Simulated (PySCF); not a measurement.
Match the calculated data to a structure.

All candidates are C7H11Cl.

| technique | computed result |
| --- | --- |
| Polarisability | 102.0 au [PBE0/def2-SVPD] |
| 1H NMR | chemical shifts (computed TMS as zero) by class: 5.88 (1 H), 5.79 (1 H), 5.34 (1 H), 5.34 (1 H), 3.00 (2 H), 1.97 (2 H), 1.00 (3 H) ppm [GIAO PBE0/pcSseg-1] |
| Rotational structure | rotational constants A, B, C: 1.854, 1.136, 0.766 GHz [PBE0-D3(BJ)/def2-SVP] |
| NMR, other nuclei | isotropic shieldings of nuclei other than C and H, by class: 766 (1 Cl) ppm [GIAO PBE0/pcSseg-1] |
| Valence photoelectron | vertical ionisation energy: 8.80 eV [ΔSCF PBE0/def2-SVPD] |
| UV, strongest line | among the 10 lowest singlet transitions: S10 at 7.53 eV (165 nm, f = 0.251) [TDDFT PBE0/def2-SVPD] |
| 13C NMR | chemical shifts (computed TMS as zero) by class: 150.7 (1 C), 145.0 (1 C), 125.5 (1 C), 124.5 (1 C), 36.1 (1 C), 29.4 (1 C), 15.2 (1 C) ppm [GIAO PBE0/pcSseg-1] |

Gas-phase values; electronic properties from PySCF, density fitting. Levels stand in brackets. The structure is a single PBE0-D3(BJ)/def2-SVP conformer in the gas phase; no vibrational or solvent corrections. NMR values are class means; diastereotopic atoms form classes of their own.

Question: Which candidate is it?
A. `C[C@@H]1[C@@H]2C[C@H]1[C@H](Cl)C2`
B. `Cl[C@@]12CCC[C@@H]1CC2`
C. `C=CC/C(=C\Cl)CC`
D. `Cl[C@@H]1C[C@H]2CCC[C@H]21`

Answer: C. It is `C=CC/C(=C\Cl)CC`. Numbering: `[CH2:1]=[CH:2][CH2:3]/[C:4](=[CH:5]\[Cl:6])[CH2:7][CH3:8]`. Its formula, C7H11Cl, gives 2 degrees of unsaturation: 0 rings and 2 π bonds in the structure found. 7 carbons fall into 7 classes; from least to most shielded: fully substituted alkene carbon [C4] (150.7 ppm), alkene CH carbon [C2] (145.0 ppm), vinylic C–Cl carbon [C5] (125.5 ppm), terminal =CH2 carbon [C1] (124.5 ppm), allylic carbon [C3] (36.1 ppm), allylic carbon [C7] (29.4 ppm), methyl carbon [C8] (15.2 ppm). Hydrogen classes from least to most shielded: 1 H on a vinylic C–Cl carbon, C5 (5.88 ppm), 1 H on an alkene CH carbon, C2 (5.79 ppm), 1 H on a terminal =CH2 carbon, C1 (5.34 ppm), 1 H on a terminal =CH2 carbon, C1 (5.34 ppm), 2 H on an allylic carbon, C3 (3.00 ppm, a mean of values up to 1.1 ppm apart in this geometry), 2 H on an allylic carbon, C7 (1.97 ppm), 3 H on a methyl carbon, C8 (1.00 ppm, a mean of values up to 0.5 ppm apart in this geometry). The other shieldings belong to: 766 ppm, vinyl chlorine [Cl6]. The first electron is taken from the HOMO, whose largest Löwdin shares are 0.28 on the vinylic C–Cl carbon, 0.26 on the vinyl chlorine, 0.26 on the fully substituted alkene carbon and 0.04 on an allylic carbon. The optimised geometry has point group C1 and is an asymmetric top.

The others, at the same levels:
- `C[C@@H]1[C@@H]2C[C@H]1[C@H](Cl)C2` fails: its computed static isotropic polarisability is 91.1 au (against 102.0 au), rotational constant A is 2.976 GHz (against 1.854 GHz) and smallest rotational constant is 1.138 GHz (against 0.766 GHz).
- `Cl[C@@]12CCC[C@@H]1CC2` fails: its computed 13C shifts are 75.4 (1 C), 50.3 (1 C), 46.0 (1 C), 37.6 (1 C), 33.8 (1 C), 27.1 (1 C), 20.4 (1 C) ppm, 1H shifts are 2.55 (1 H), 2.47 (1 H), 2.22 (1 H), 2.03 (1 H), 1.81 (1 H), 1.72 (1 H), 1.70 (1 H), 1.69 (1 H), 1.68 (1 H), 1.36 (1 H), 1.06 (1 H) ppm and rotational constant A is 2.585 GHz (against 1.854 GHz).
- `Cl[C@@H]1C[C@H]2CCC[C@H]21` fails: its computed 13C shifts are 61.0 (1 C), 52.9 (1 C), 39.2 (1 C), 34.0 (1 C), 33.9 (1 C), 33.9 (1 C), 26.8 (1 C) ppm, 1H shifts are 3.48 (1 H), 2.64 (1 H), 2.59 (1 H), 2.33 (1 H), 1.91 (1 H), 1.67 (1 H), 1.54 (1 H), 1.49 (1 H), 1.36 (1 H), 1.36 (1 H), 1.35 (1 H) ppm and rotational constant A is 3.822 GHz (against 1.854 GHz).

Each candidate is one conformer, not necessarily the lowest. The conformers computed, where there is a choice (atom-mapped SMILES and torsion angles):
- `[CH2:1]=[CH:2][CH2:3]/[C:4](=[CH:5]\[Cl:6])[CH2:7][CH3:8]`: C1–C2–C3–C4 113°, C2–C3–C4–C5 100°, C3–C4–C7–C8 -71°

The conformers of `C[C@@H]1[C@@H]2C[C@H]1[C@H](Cl)C2`, `Cl[C@@]12CCC[C@@H]1CC2` and `Cl[C@@H]1C[C@H]2CCC[C@H]21` aren't listed.
